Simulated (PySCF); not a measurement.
PySCF input for C4H4F2O2, SMILES CC1=COC(F)(F)O1, PBE/pcSseg-1. The structure is a stationary point at PBE0-D3(BJ)/def2-SVP. Other conformers were not sampled.

```python
import numpy as np
from pyscf import gto, scf, dft
from pyscf.prop.nmr import rks as nmr

mol = gto.M(
    atom='''
    C    -0.54371102    2.64322021    0.00000000
    C     0.02974636    1.28581258   -0.00000000
    C     1.27040668    0.79566990    0.00000000
    O     1.22246637   -0.58127552    0.00000000
    C    -0.10254462   -0.92907079    0.00000000
    F    -0.39159249   -1.67429419    1.06867746
    F    -0.39159248   -1.67429419   -1.06867746
    O    -0.85147922    0.21976532   -0.00000000
    H     0.25790990    3.39265884    0.00000000
    H    -1.17491761    2.79987794    0.88880923
    H    -1.17491761    2.79987794   -0.88880923
    H     2.24930850    1.26317088   -0.00000000
    ''',
    basis='pcSseg-1',
    charge=0,
    spin=0,
    max_memory=1600,
    verbose=3,
)
mf = dft.RKS(mol, xc='pbe')
mf.grids.level = 3
mf.conv_tol = 1e-10
mf.max_cycle = 100
mf.kernel()
n = nmr.NMR(mf)
n.verbose = 2
n.max_cycle_cphf = 60
sigma = n.kernel()
print('atom   isotropic/ppm   span/ppm')
for i, s in enumerate(sigma):
    w = np.linalg.eigvalsh((s + s.T) / 2)
    print(f'{mol.atom_symbol(i):2s}{i + 1:3d} {w.mean():14.3f} {w[2] - w[0]:11.3f}')
```

Output:

```
converged SCF energy = -504.381337349919
atom   isotropic/ppm   span/ppm
C   1        168.700      28.134
C   2         39.668     115.192
C   3         54.630     101.647
O   4        152.616      55.962
C   5         37.444      11.490
F   6        218.617     134.096
F   7        218.617     134.096
O   8        133.843      47.900
H   9         29.470       9.498
H  10         29.095      10.896
H  11         29.095      10.896
H  12         25.079       3.205
```

Self-consistency was reached.
